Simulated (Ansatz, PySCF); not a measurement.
Spin states of FOTa (SMILES [O]=[Ta][F]), each relaxed with B3LYP-D3(BJ)/def2-TZVP.
State 1 (charge 0, multiplicity 1):
```xyz
3

Ta     0.36466    -0.10562     0.55304
O      1.01828    -0.20502    -1.01418
F     -1.41611     0.35801     0.39082
```
State 2 (charge 0, multiplicity 3):
```xyz
3

Ta     0.3382    -0.0956     0.4783
O      1.1342    -0.2337    -1.0389
F     -1.5056     0.3766     0.4903
```

Singlets are restricted, other states unrestricted; no spin–orbit coupling, no relativity up to Kr; see below for the cores. The largest T1 diagnostic is 0.027.

Correlated levels freeze the inner cores; with def2 sets outer-core shells near the valence are correlated too. CBS(a, b) extrapolates the correlation energy as X⁻³ and adds the Hartree–Fock energy of set b.

Codes used: Ansatz (Gaussian orbitals); PySCF for the dispersion terms. Each number belongs to the level named beside it. In def2 rows elements past Kr take small-core potentials, without spin–orbit coupling.

```tsv
level	energy of the multiplicity-3 state less that of the multiplicity-1 state (kcal/mol)
PBE/def2-TZVPP	2.77
PBE-D4/def2-TZVPP	2.79
BLYP-D4/def2-TZVPP	6.03
B3LYP-D3(BJ)/def2-TZVPP	2.90
CAM-B3LYP/def2-TZVPP	2.00
CAM-B3LYP-D4/def2-TZVPP	2.02
B2PLYP-D3(BJ)/def2-TZVPP	4.97
CCSD(T)/def2-SVP	7.89
CCSD(T)/CBS(def2-SVP, def2-TZVPP)	[?]
```

Problem. What belongs in the gaps?

Solution. 
- CCSD(T)/CBS(def2-SVP, def2-TZVPP), energy of the multiplicity-3 state less that of the multiplicity-1 state (kcal/mol): 9.14

Doubts at one or more of the structures used: a restricted determinant that unrestricted orbitals would lower (B2PLYP-D3(BJ)/def2-TZVPP, CCSD(T)/def2-SVP, CCSD(T)/CBS(def2-SVP, def2-TZVPP)).

Ansatz is a quantum-chemistry and plane-wave program.
